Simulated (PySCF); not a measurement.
Gas-phase reaction: HfCl2(OH)2 + O + HfCl4.H2O ⇌ 2 HfCl3OH + H2O2

Computed with PySCF and rigid-rotor harmonic-oscillator thermochemistry at 1 bar. † marks an energy on the PBE0/def2-TZVP geometry and frequencies. Open shells (unrestricted): O (multiplicity 3); the rest are closed-shell singlets. Spin-orbit splitting is ignored; it lowers the true energy and changes the entropy of O. B3LYP is the form with VWN-RPA correlation. Hf: scalar-relativistic def2 core potential, no spin-orbit coupling. Adducts (HfCl4.H2O) have no counterpoise correction, and HF, PBE, BLYP, B3LYP and PBE0 lack dispersion. HfCl2(OH)2, HfCl4.H2O, HfCl3OH: computed as isolated molecules; such fragments, hydroxides, amides, oligomers or adducts are transient or little studied in the gas.

| level | ΔH°(298 K), kJ |
|---|---|
| B3LYP/def2-TZVP† | -104 |
| HF/def2-TZVP† | (withheld) |
| PBE0/def2-QZVP† | (withheld) |
| LDA/def2-TZVP† | -199 |
| ωB97M-V/def2-TZVP† | -87 |

Problem. What belongs in the gaps?

Solution. 
- HF/def2-TZVP†, ΔH°(298 K), kJ: 133
- PBE0/def2-QZVP†, ΔH°(298 K), kJ: -97
